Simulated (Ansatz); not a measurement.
Computed with Ansatz on PBE0-D4/def2-TZVP structures; ΔE is electronic, products minus reactants. CBS: MP2 limit from def2 TZ/QZ plus the TZ coupled-cluster correction, frozen cores. This one scheme is used for every species. DFT in def2-TZVPP. For Ge outer-core shells are correlated without core-valence functions, which leaves a few kJ/mol of doubt a bond. Scalar relativity is left out up to krypton. One conformer a species, not always the lowest.

Reaction (ligand exchange at a Ge–N bond): `C[O][GeH]([NH]C(C)C)[O]C` + H–F → `C[O][GeH]([F])[O]C` + `CC(C)N`

CCSD(T)/CBS gives -0.61 eV.

**Question.** Another level gave -0.62 eV. Which?
A. ωB97M-V/def2-TZVPP
B. CCSD(T)/def2-TZVPP
C. PBE/def2-TZVPP
D. CCSD/def2-TZVPP

**Answer.** B. CCSD(T)/def2-TZVPP -0.62, ωB97M-V -0.71, PBE -0.78, CCSD/def2-TZVPP -0.66 eV.

Largest T1 diagnostic among the species: 0.012.

In def2-TZVPP, CCSD(T) changes the Hartree–Fock value by +0.34 eV (the triples alone add +0.04 eV) and MP2 by +0.38 eV. The D4 term adds +0.18 eV with B3LYP and +0.11 eV with PBE0; it sums over pairs of atoms, weighted by their polarisabilities, and B3LYP, whose exchange is more repulsive, gets the larger term.

B3LYP here is the variant with VWN-RPA as its local correlation; programs differ in this.
